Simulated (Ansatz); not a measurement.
Pulling on the C1–Br2 bond in CH3Br (SMILES CBr) (multiplicity 1 held, fragments rigid). Energies count from the point at 1.957 Å.
Geometry at that point (charge 0, multiplicity 1):
```xyz
5

C     -1.534    -0.041    -0.029
Br     0.423     0.011     0.008
H     -1.830    -0.680    -0.853
H     -1.887     0.974    -0.173
H     -1.870    -0.443     0.921
```

R- and RO- levels are restricted; in cc, def2 and unpolarised 6-31G sets they are followed outwards from rest. U- levels take the lowest unrestricted solution at each point, which mixes spins at long bonds. Active spaces are followed from a long bond inwards. Levels need not reach the same state.

Frozen-core correlation. Filled d and f shells under p-block atoms count as core.

Programs: Ansatz (an electronic-structure program). Each number belongs to the level named beside it.

Energies in kJ/mol.

```json
[
 {"R (Å)": "1.566", "R-HF/cc-pVTZ": "252", "U-B3LYP/cc-pVTZ": "248", "R-SCS-MP2/cc-pVTZ": "247", "R-CCSD(T)/cc-pVTZ": "249", "CASSCF(6,4)/cc-pVTZ": "270", "FIC-MRCISD+Q on CASSCF(6,4)/cc-pVTZ": "250"},
 {"R (Å)": "1.762", "R-HF/cc-pVTZ": "41", "U-B3LYP/cc-pVTZ": "44", "R-SCS-MP2/cc-pVTZ": "40", "R-CCSD(T)/cc-pVTZ": "42", "CASSCF(6,4)/cc-pVTZ": "52", "FIC-MRCISD+Q on CASSCF(6,4)/cc-pVTZ": "43"},
 {"R (Å)": "1.957", "R-HF/cc-pVTZ": "0", "U-B3LYP/cc-pVTZ": "0", "R-SCS-MP2/cc-pVTZ": "0", "R-CCSD(T)/cc-pVTZ": "0", "CASSCF(6,4)/cc-pVTZ": "0", "FIC-MRCISD+Q on CASSCF(6,4)/cc-pVTZ": "0"},
 {"R (Å)": "2.153", "R-HF/cc-pVTZ": "31", "U-B3LYP/cc-pVTZ": "23", "R-SCS-MP2/cc-pVTZ": "30", "R-CCSD(T)/cc-pVTZ": "27", "CASSCF(6,4)/cc-pVTZ": "18", "FIC-MRCISD+Q on CASSCF(6,4)/cc-pVTZ": "27"},
 {"R (Å)": "2.349", "R-HF/cc-pVTZ": "91", "U-B3LYP/cc-pVTZ": "73", "R-SCS-MP2/cc-pVTZ": "88", "R-CCSD(T)/cc-pVTZ": "80", "CASSCF(6,4)/cc-pVTZ": "63", "FIC-MRCISD+Q on CASSCF(6,4)/cc-pVTZ": "78"},
 {"R (Å)": "2.643", "R-HF/cc-pVTZ": "191", "U-B3LYP/cc-pVTZ": "157", "R-SCS-MP2/cc-pVTZ": "184", "R-CCSD(T)/cc-pVTZ": "165", "CASSCF(6,4)/cc-pVTZ": "137", "FIC-MRCISD+Q on CASSCF(6,4)/cc-pVTZ": "162"},
 {"R (Å)": "2.936", "R-HF/cc-pVTZ": "283", "U-B3LYP/cc-pVTZ": "230", "R-SCS-MP2/cc-pVTZ": "271", "R-CCSD(T)/cc-pVTZ": "233", "CASSCF(6,4)/cc-pVTZ": "197", "FIC-MRCISD+Q on CASSCF(6,4)/cc-pVTZ": "229"},
 {"R (Å)": "3.425", "R-HF/cc-pVTZ": "403", "U-B3LYP/cc-pVTZ": "287", "R-SCS-MP2/cc-pVTZ": "379", "R-CCSD(T)/cc-pVTZ": "280", "CASSCF(6,4)/cc-pVTZ": "251", "FIC-MRCISD+Q on CASSCF(6,4)/cc-pVTZ": "292"},
 {"R (Å)": "3.915", "R-HF/cc-pVTZ": "488", "U-B3LYP/cc-pVTZ": "309", "R-SCS-MP2/cc-pVTZ": "442", "R-CCSD(T)/cc-pVTZ": "233", "CASSCF(6,4)/cc-pVTZ": "268", "FIC-MRCISD+Q on CASSCF(6,4)/cc-pVTZ": "314"},
 {"R (Å)": "4.502", "R-HF/cc-pVTZ": "558", "U-B3LYP/cc-pVTZ": "319", "R-SCS-MP2/cc-pVTZ": "471", "R-CCSD(T)/cc-pVTZ": "106", "CASSCF(6,4)/cc-pVTZ": "273", "FIC-MRCISD+Q on CASSCF(6,4)/cc-pVTZ": "320"},
 {"R (Å)": "5.285", "R-HF/cc-pVTZ": "615", "U-B3LYP/cc-pVTZ": "323", "R-SCS-MP2/cc-pVTZ": "453", "R-CCSD(T)/cc-pVTZ": "-20", "CASSCF(6,4)/cc-pVTZ": "274", "FIC-MRCISD+Q on CASSCF(6,4)/cc-pVTZ": "322"},
 {"R (Å)": "6.264", "R-HF/cc-pVTZ": "655", "U-B3LYP/cc-pVTZ": "324", "R-SCS-MP2/cc-pVTZ": "385", "R-CCSD(T)/cc-pVTZ": "-59", "CASSCF(6,4)/cc-pVTZ": "274", "FIC-MRCISD+Q on CASSCF(6,4)/cc-pVTZ": "323"}
]
```

Doubts at one or more of the structures used: a restricted determinant that unrestricted orbitals would lower (R-HF/cc-pVTZ, R-SCS-MP2/cc-pVTZ, R-CCSD(T)/cc-pVTZ); a spin-contaminated determinant (U-B3LYP/cc-pVTZ); other coupled-cluster roots lie near (R-CCSD(T)/cc-pVTZ); T1 above 0.05 (R-CCSD(T)/cc-pVTZ); active orbitals that take no part (CASSCF(6,4)/cc-pVTZ, FIC-MRCISD+Q on CASSCF(6,4)/cc-pVTZ).
